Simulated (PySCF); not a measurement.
Molfile (atoms numbered from 1):
```
H10OSi4
     RDKit          3D

 15 14  0  0  0  0  0  0  0  0999 V2000
   -3.2136   -0.4200    0.1304 Si  0  0  0  0  0  4  0  0  0  0  0  0
   -1.9742    0.4755   -0.3882 O   0  0  0  0  0  0  0  0  0  0  0  0
   -0.5067    0.9803   -0.8693 Si  0  0  0  0  0  4  0  0  0  0  0  0
    1.0603   -0.6274   -0.3222 Si  0  0  0  0  0  4  0  0  0  0  0  0
    3.2277    0.1311   -0.0343 Si  0  0  0  0  0  4  0  0  0  0  0  0
   -3.1518   -0.4210    1.5913 H   0  0  0  0  0  0  0  0  0  0  0  0
   -3.0453   -1.7661   -0.4157 H   0  0  0  0  0  0  0  0  0  0  0  0
   -4.4129    0.2383   -0.3802 H   0  0  0  0  0  0  0  0  0  0  0  0
   -0.3413    2.2665   -0.1819 H   0  0  0  0  0  0  0  0  0  0  0  0
   -0.6656    1.2429   -2.3039 H   0  0  0  0  0  0  0  0  0  0  0  0
    1.0771   -1.6963   -1.3424 H   0  0  0  0  0  0  0  0  0  0  0  0
    0.6541   -1.3658    0.8913 H   0  0  0  0  0  0  0  0  0  0  0  0
    4.0127   -0.6735    0.9041 H   0  0  0  0  0  0  0  0  0  0  0  0
    3.9958    0.1382   -1.2824 H   0  0  0  0  0  0  0  0  0  0  0  0
    3.2793    1.5054    0.4759 H   0  0  0  0  0  0  0  0  0  0  0  0
  1  2  1  0
  2  3  1  0
  3  4  1  0
  4  5  1  0
  1  6  1  0
  1  7  1  0
  1  8  1  0
  3  9  1  0
  3 10  1  0
  4 11  1  0
  4 12  1  0
  5 13  1  0
  5 14  1  0
  5 15  1  0
M  END
```

Geometry: GFN2-xTB; GIAO absolute shieldings from PySCF, gas phase, non-relativistic, averaged over equivalent atoms.

At PBE0/pcSseg-1 (163 basis functions, of the order of 50 core-seconds):
| atoms | σ (ppm) |
| --- | --- |
| Si3 | 374.7 |
| Si1 | 392.8 |
| Si5 | 471.2 |
| Si4 | 483.4 |
| O2 | 345.1 |
| H9/H10 | 26.05 |
| H6/H7/H8 | 26.65 |
| H11/H12 | 28.19 |
| H13/H14/H15 | 28.32 |

Question: Estimate the result of repeating the calculation with PBE/6-31++G**.

Answer: 
| atoms | σ at PBE/6-31++G** | change |
| --- | --- | --- |
| Si3 | 402.3 | +27.6 |
| Si1 | 415.3 | +22.5 |
| Si5 | 494.6 | +23.4 |
| Si4 | 509.5 | +26.1 |
| O2 | 331.9 | -13.2 |
| H9/H10 | 25.75 | -0.30 |
| H6/H7/H8 | 26.36 | -0.29 |
| H11/H12 | 28.04 | -0.15 |
| H13/H14/H15 | 28.27 | -0.05 |

The largest change is at Si3 (silicon bonded to O, Si, 2 H). Cost: 166 basis functions, roughly 80 core-seconds.
